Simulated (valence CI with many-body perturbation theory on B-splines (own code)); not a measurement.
Values are calculated unless marked as measured or tabulated.
**Nb¹⁰⁺: magnetic and hyperfine properties of the levels**

Method: relativistic CI+MBPT: three valence electrons over a frozen Dirac-Fock core [Ar] 3d10, radial functions for each j: 11 s, 11 p, 9 d, 7 f, 5 g, 2 h, 1 i, with the one-electron correlation potential Σ1 (screened to all orders), the two-electron term Σ2, the three-electron term Σ3, Breit, model QED; selected single and double excitations, second order for the rest, scaled by the run's own slope (own B-spline code, finite nucleus).

No measured levels were compared; by estimate levels hold to about 250 cm⁻¹ or 0.2 % of their energy and the worst to 1 %, as in measured heavy ions of charge 2 to 7; those with d or f electrons hold less well.

A/g_I is the dipole constant over the nuclear g factor μ/I (μ in nuclear magnetons, uniformly magnetised nucleus), B/Q the quadrupole constant per barn. Both hold the static response of the core; the bare values leave it out. Large factors of s and p1/2 electrons are usually good to 5 to 10 %; those of open d and f shells near neutrality can be off by tens of per cent, and small factors of p3/2, d and f electrons come from cancelling terms and can be off by a factor of two or in sign, in half-filled shells by more. B is blank for J = 1/2, where it vanishes, and for nearly pure S terms. Energies count from the lowest level.

Names give the largest LS component (configuration and term), which can be under half, so a name can repeat, a term be missing and a line seem to break the LS rules; names also repeat where a configuration has a term twice. Letters in brackets count levels of one name in rising energy.

```tsv
Level	E (cm⁻¹)	g	A/g_I (MHz)	A/g_I bare	B/Q (MHz/b)	B/Q bare
4s2.4p 2P°_1/2	0	0.665	20200	18900		
4s2.4p 2P°_3/2	23922	1.334	3670	3340	6700	6130
4s.4p2 4P_1/2	182110	2.639	45400	42200		
4s.4p2 4P_3/2	193370	1.727	18600	17300	5540	5060
4s.4p2 4P_5/2	204380	1.570	19300	18000	-5870	-5370
4s.4p2 2D_3/2	240920	0.819	-4620	-4310	8820	8080
4s.4p2 2D_5/2	246070	1.231	18600	17400	11800	10800
4s.4p2 2S_1/2	275240	1.391	31800	29700		
4s.4p2 2P_1/2	299410	1.307	47400	44300		
4s.4p2 2P_3/2	305590	1.320	-5350	-5040	-6550	-6030
4s2.4d 2D_3/2	390180	0.800	762	741	1420	1250
4s2.4d 2D_5/2	393690	1.200	1610	1520	1950	1710
4p3 4S°_3/2 [a]	456170	1.443	2310	2170	4030	3680
4p3 4S°_3/2 [b]	467200	1.364	-245	-202	232	209
4p3 2D°_5/2	469270	1.200	7080	6600	-1170	-1080
4p3 2P°_1/2	503840	0.665	18700	17400		
4p3 2P°_3/2	514160	1.325	3020	2820	-4560	-4190
4s.4p.4d 4F°_3/2	536900	0.416	-8140	-7570	3120	2800
4s.4p.4d 4F°_5/2	541910	1.036	6540	6110	2260	2010
4s.4p.4d 4F°_7/2	549670	1.243	9870	9220	3320	2950
4s.4p.4d 4F°_9/2	561410	1.334	9890	9240	8220	7410
4s.4p.4d 4P°_5/2	568790	1.492	12100	11300	2240	1980
4s.4p.4d 4D°_3/2 [a]	572240	1.406	7600	7130	1560	1420
4s.4p.4d 4D°_1/2	574380	0.396	-20700	-19200		
4s.4p.4d 4P°_1/2	586670	2.280	37000	34500		
4s.4p.4d 4D°_5/2	587300	1.316	12100	11300	-2290	-2090
4s.4p.4d 4D°_3/2 [b]	587330	1.302	8190	7630	-1640	-1470
4s.4p.4d 4D°_7/2	588080	1.419	12000	11200	-4120	-3800
4s.4p.4d 2D°_3/2 [a]	590020	1.019	-3280	-3020	-3450	-3180
4s.4p.4d 2D°_5/2 [a]	591810	1.294	13100	12200	-4180	-3850
4s.4p.4d 2F°_5/2 [a]	605180	0.920	6980	6540	5750	5210
4s.4p.4d 2F°_7/2 [a]	622730	1.143	-51.6	-47.5	8000	7260
4s.4p.4d 2P°_3/2 [a]	639460	1.258	6010	5590	1010	900
4s.4p.4d 2F°_7/2 [b]	640540	1.148	8970	8400	6650	5990
4s.4p.4d 2F°_5/2 [b]	642650	0.862	-4700	-4370	5690	5130
4s.4p.4d 2P°_1/2 [a]	651700	0.663	-21000	-19600		
4s.4p.4d 2P°_1/2 [b]	665540	0.660	3100	2920		
4s2.5s 2S_1/2	667010	2.002	27900	26400		
4s.4p.4d 2D°_3/2 [b]	669190	1.048	12000	11200	-419	-429
4s.4p.4d 2P°_3/2 [b]	670540	1.152	708	704	-3070	-2830
```

Q: Take the isotope of mass number 93, with I = 9/2, μ = 6.163 μN and Q = -0.32 b. What is the hyperfine structure of 4s.4p2 4P_3/2?

A: From the table A = 25500 MHz, B = -1770 MHz. Shifts from the centre of gravity in MHz: F = 3: -211000, F = 4: -108000, F = 5: 19900, F = 6: 172000.
